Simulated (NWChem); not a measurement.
Molecule: SiNH3S, singlet; SMILES S[Si]N

```xyz
6

Si    -0.7159    -0.6275     0.0000
N      0.7371    -1.5463     0.0000
H      0.6972    -2.5602     0.0000
H      1.6946    -1.2057     0.0000
S      0.2144     1.3358     0.0000
H     -0.9593     2.0018     0.0000
```
Atoms are numbered in this order, from 1.

Results from NWChem. Low-valent species are run as closed-shell singlets; no triplet was tried in these runs. Coordinates come from a PBE0/def2-SVP optimisation. Vertical excitations in the gas phase.

**Question.** What does the run give for PBE/def2-SVPD, TDA? Quantities: lowest excitation, singlet (eV); oscillator strength of that lowest state; orbital gap (eV).

**Answer.** 
```json
{
  "lowest excitation, singlet (eV)": "4.43",
  "oscillator_strength_of_that_lowest_state": "0.041",
  "orbital gap (eV)": "3.57"
}
```
